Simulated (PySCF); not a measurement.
## Correlation energy of Ne (neon, neutral)

[Ne], closed-shell 1S. Computed with PySCF 2.14 in aug-cc-pwCVDZ (5s4p2d, 27 functions), with no relativity, point nucleus. Frozen: 1s2; 8 electrons correlated.

```json
{"level": "CCSD", "correlation energy (mhartree)": "-220.78"}
{"level": "(T)", "correlation energy (mhartree)": "-3.17"}
{"level": "CCSD(T)", "correlation energy (mhartree)": "-223.95"}
{"level": "CCSDT", "correlation energy (mhartree)": "-224.02"}
```

Diagnostics: T1 = 0.0091, D1 = 0.0144, largest double amplitude 0.033.

Is a single reference adequate?

Yes: T1 lies below 0.03 and no double amplitude reaches 0.07.
